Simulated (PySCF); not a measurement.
First SCF of a structure search on singlet LaSe₂⁻, at a hand-made linear geometry. PySCF input:

```python
from pyscf import gto, scf, dft
mol = gto.M(atom='''
La     0.000000     0.000000     0.000000
Se     0.000000     0.000000     2.460000
Se     0.000000     0.000000    -2.460000''',
    basis={'La': 'def2-SVPD', 'Se': 'def2-SVPD'},
    ecp={'La': 'def2-SVPD'},
    charge=-1, spin=0)
mf = dft.RKS(mol, xc='PBE0')
mf.grids.atom_grid = (50, 194)
mf.grids.prune = None
aux = {'La': 'def2-universal-JKFIT', 'Se': 'def2-universal-JKFIT'}
mf = mf.density_fit(auxbasis=aux)
mf.conv_tol = 1e-08
mf.diis_space = 10
mf.max_cycle = 60
mf.verbose = 4
# dm0: spherical densities of the free atoms in this basis, scaled to the electron count
mf.diis, mf.max_cycle = scf.ADIIS(), 15
mf.kernel(dm0)
mf.diis, mf.max_cycle = True, 60
mf.kernel(mf.make_rdm1())
```

Excerpt of the output (cycles and frontier levels):

```
init E= -4868.22774161284
  HOMO = 0.034983048963131  LUMO = 0.0404014160432985  gap/eV = 0.14744
cycle= 1 E= -4833.21796304232  delta_E=   35  |g|= 2.49  |ddm|= 3.87
  HOMO = -0.0957848607090241  LUMO = 0.00833325070642874  gap/eV = 2.83320
cycle= 2 E= -4833.30657632191  delta_E= -0.0886  |g|= 1.95  |ddm|= 3.37
  HOMO = 0.0161408063232427  LUMO = 0.0455018900870804  gap/eV = 0.79896
cycle= 3 E= -4833.62768632099  delta_E= -0.321  |g|= 0.202  |ddm|=  1.9
  HOMO = -0.0334953941726823  LUMO = 0.0519152881731486  gap/eV = 2.32414
cycle= 4 E= -4833.61419015575  delta_E= 0.0135  |g|= 0.31  |ddm|= 0.811
  HOMO = -0.0138687414114855  LUMO = 0.0459161863932105  gap/eV = 1.62683
cycle= 5 E= -4833.64061224662  delta_E= -0.0264  |g|= 0.0419  |ddm|= 0.381
  HOMO = -0.000486199452581104  LUMO = 0.0482682639349084  gap/eV = 1.32668
cycle= 6 E= -4833.64027069058  delta_E= 0.000342  |g|= 0.0602  |ddm|= 0.169
  HOMO = -0.00607309498395381  LUMO = 0.0481485211520013  gap/eV = 1.47545
cycle= 7 E= -4833.64118761309  delta_E= -0.000917  |g|= 0.00647  |ddm|= 0.0863
  HOMO = -0.00816701106063533  LUMO = 0.046778066642122  gap/eV = 1.49513
cycle= 8 E= -4833.64118356509  delta_E= 4.05e-06  |g|= 0.00736  |ddm|= 0.0257
  HOMO = -0.00727255979122532  LUMO = 0.047538476583837  gap/eV = 1.49148
cycle= 9 E= -4833.64120448915  delta_E= -2.09e-05  |g|= 0.00103  |ddm|= 0.0125
  HOMO = -0.00700817839635448  LUMO = 0.0475022605674955  gap/eV = 1.48330
cycle= 10 E= -4833.64120405008  delta_E= 4.39e-07  |g|= 0.00152  |ddm|= 0.00437
  HOMO = -0.00710322282036202  LUMO = 0.0475471539112872  gap/eV = 1.48711
cycle= 11 E= -4833.64120489556  delta_E= -8.45e-07  |g|= 0.000214  |ddm|= 0.00215
  HOMO = -0.00717063600507117  LUMO = 0.0475358221415293  gap/eV = 1.48864
cycle= 12 E= -4833.6412048924  delta_E= 3.16e-09  |g|= 0.00022  |ddm|= 0.000836
  HOMO = -0.0071396733723148  LUMO = 0.0475356707576408  gap/eV = 1.48779
cycle= 13 E= -4833.64120491018  delta_E= -1.78e-08  |g|= 7.33e-05  |ddm|= 0.000453
  HOMO = -0.00713845620856546  LUMO = 0.0475440010412637  gap/eV = 1.48799
cycle= 14 E= -4833.64120490879  delta_E= 1.4e-09  |g|= 9.24e-05  |ddm|= 0.000167
  HOMO = -0.0071361818724256  LUMO = 0.0475314380966684  gap/eV = 1.48758
Extra cycle  E= -4833.64120490464  delta_E= 4.15e-09  |g|= 0.000142  |ddm|= 0.00029
converged SCF energy = -4833.64120490464
init E= -4833.64120490464
  HOMO = -0.00714258580089222  LUMO = 0.0475516787959841  gap/eV = 1.48831
cycle= 1 E= -4833.64120489281  delta_E= 1.18e-08  |g|= 0.000233  |ddm|= 0.000496
  HOMO = -0.0071301740575862  LUMO = 0.0475182006585666  gap/eV = 1.48706
cycle= 2 E= -4833.6412048593  delta_E= 3.35e-08  |g|= 0.000388  |ddm|= 0.000839
  HOMO = -0.00713838904989927  LUMO = 0.0475391757165668  gap/eV = 1.48785
cycle= 3 E= -4833.64120491112  delta_E= -5.18e-08  |g|= 2.37e-06  |ddm|= 0.000531
  HOMO = -0.0071381875781853  LUMO = 0.047539117359477  gap/eV = 1.48785
cycle= 4 E= -4833.64120491112  delta_E= -9.09e-13  |g|= 3.8e-08  |ddm|= 3.78e-06
  HOMO = -0.00713819977033125  LUMO = 0.0475391104134877  gap/eV = 1.48785
Extra cycle  E= -4833.64120491113  delta_E= -5.46e-12  |g|= 4.54e-08  |ddm|= 1.44e-07
converged SCF energy = -4833.64120491113
```

No lower solution of this spin was found from smeared starts or by a stability analysis within the restricted form, which does not test spin polarisation.

Stability towards spin polarisation was not tested.

The search for the lowest solution, 2 starts and the stability check together, took 120 s on 2 threads of a shared Intel Xeon @ 2.50GHz (Skylake/Cascade Lake) host, with 117 basis functions; the process peaked at 0.55 GiB. Launch command: `OMP_NUM_THREADS=2 python axn.py task.json out`.
